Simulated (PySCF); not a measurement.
## Working out the electron affinity of Ca

Ca⁻ [Ar] 3d1 4s2 (2D) → Ca [Ar] 4s2 (1S). All numbers are calculated (PySCF 2.14, scalar relativity by spin-free X2C-1e, in x2c-TZVPPall with one added diffuse shell each of s, p, d type (7s6p4d, 45 functions)). Frozen: [Ar]. Energies in hartree (1 hartree = 27.21139 eV):

| part | Ca⁻ (lower) | Ca (upper) |
| --- | --- | --- |
| UHF | -679.571807 | -679.620222 |
| CCSD correlation | -0.034929 | -0.028238 |
| (T) | -0.001695 | 0.000000 |

**Question.** What does Hartree-Fock give?

**Answer.** (-679.620222) − (-679.571807) = -0.048415 hartree = -1.317 eV.

**Question.** What do CCSD and CCSD(T) give?

**Answer.** The CCSD correlation energies differ by 0.006691 hartree = 0.182 eV and the triples by 0.001695 hartree = 0.046 eV, so CCSD gives -1.135 eV and CCSD(T) -1.089 eV.

The coupled-cluster amplitudes are large, so a single reference is strained.

The configuration of this anion was assumed by filling the next shell in order. It is not the known or likely ground configuration (Ca⁻, Sr⁻ and Ba⁻, for instance, bind a p electron), so these values are not the electron affinity of the element.
